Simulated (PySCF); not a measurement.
Isomers of C6H10Si, one GFN2-xTB conformer each. Single-point energies are computed at PBE0/pcSseg-1 (PySCF, gas phase, no added dispersion term), electronic only.

Problem. Rank them by PBE0/pcSseg-1 energy, lowest first (kcal/mol).
A. `[CH:1]#[C:2][CH2:3][C@H:4]1[CH2:5][CH2:6][SiH2:7]1` with C2–C3–C4–C5 65°, C3–C4–C5–C6 134°, C4–C5–C6–Si7 -11°, C5–C6–Si7–C4 9°, C3–C4–Si7–C6 -128°
B. `[CH3:1][C:2]#[C:3][SiH:4]1[CH2:5][CH2:6][CH2:7]1` with C3–Si4–C5–C6 119°, Si4–C5–C6–C7 -8°, C5–C6–C7–Si4 8°, C3–Si4–C7–C6 -120°
C. `[CH2:1]=[CH:2][C@@H:3]1[SiH2:4][C@H:5]1[CH:6]=[CH2:7]` with C1–C2–C3–Si4 48°, Si4–C5–C6–C7 47°
D. `C=C(C)C#CC[SiH3]`
E. `[CH2:1]=[C:2]([CH3:3])[SiH2:4][CH:5]1[CH:6]=[CH:7]1` with C1–C2–Si4–C5 -8°, C2–Si4–C5–C6 98°
F. `[CH2:1]=[CH:2][CH2:3][SiH2:4][C:5]#[C:6][CH3:7]` with C1–C2–C3–Si4 -108°, C2–C3–Si4–C5 -66°
G. `C=C1C=C(C)[SiH2]C1`
H. `[CH:1]#[C:2][Si:3]1([CH3:4])[CH2:5][CH2:6][CH2:7]1` with C2–Si3–C5–C6 102°, Si3–C5–C6–C7 11°, C5–C6–C7–Si3 -11°, C2–Si3–C7–C6 -102°
I. `C1=C[C@H]2C[C@H](C2)[SiH2]1`
J. `[CH2:1]=[CH:2][SiH:3]([CH:4]=[CH2:5])[CH:6]=[CH2:7]` with C1–C2–Si3–C4 107°, C2–Si3–C4–C5 -10°, C2–Si3–C6–C7 109°

Solution. G (0.0), I (11.5), H (21.1), B (23.5), J (27.6), F (29.7), D (38.1), C (43.6), A (44.3), E (60.8).

As drawn, the highest has a three-membered ring, which the lowest lacks. Neighbours under 2.5 kcal/mol apart (C#C[Si]1(C)CCC1 and CC#C[SiH]1CCC1; C=C[SiH](C=C)C=C and C=CC[SiH2]C#CC; C=C[C@@H]1[SiH2][C@H]1C=C and C#CC[C@H]1CC[SiH2]1) can change places with a better method, another conformer or zero-point energy. GFN2-xTB itself gives, in the same order: 1.6, 0.0, 42.5, 29.4, 55.7, 33.5, 25.0, 42.1, 32.0, 63.0. GFN2-xTB puts C1=C[C@H]2C[C@H](C2)[SiH2]1 lowest instead; measured from each level's own lowest isomer, the values differ by up to 28.1 kcal/mol (C=C[SiH](C=C)C=C: 55.7 against 27.6).

Problem. Which frontier levels, dipoles and rotational constants go with these structures?

Solution. 
| SMILES | HOMO (eV, PBE0/pcSseg-1) | LUMO (eV) | dipole (D) | A, B, C (MHz) |
| --- | --- | --- | --- | --- |
| C=C1C=C(C)[SiH2]C1 | -6.40 | -0.73 | 0.32 | 3398, 1870, 1242 |
| C1=C[C@H]2C[C@H](C2)[SiH2]1 | -7.28 | -0.23 | 0.81 | 3339, 2582, 1913 |
| C#C[Si]1(C)CCC1 | -7.55 | 0.02 | 0.49 | 2818, 1718, 1343 |
| CC#C[SiH]1CCC1 | -7.34 | -0.03 | 1.37 | 5730, 938.7, 923.2 |
| C=C[SiH](C=C)C=C | -7.81 | -0.29 | 0.72 | 2040, 2013, 1293 |
| C=CC[SiH2]C#CC | -7.00 | 0.19 | 1.40 | 3630, 961.7, 813.4 |
| C=C(C)C#CC[SiH3] | -6.49 | -0.42 | 0.66 | 5358, 777.9, 751.5 |
| C=C[C@@H]1[SiH2][C@H]1C=C | -6.36 | -0.53 | 0.70 | 3534, 1514, 1258 |
| C#CC[C@H]1CC[SiH2]1 | -7.44 | 0.16 | 0.75 | 5205, 1219, 1046 |
| C=C(C)[SiH2]C1C=C1 | -6.82 | -0.21 | 0.70 | 5204, 1173, 1018 |
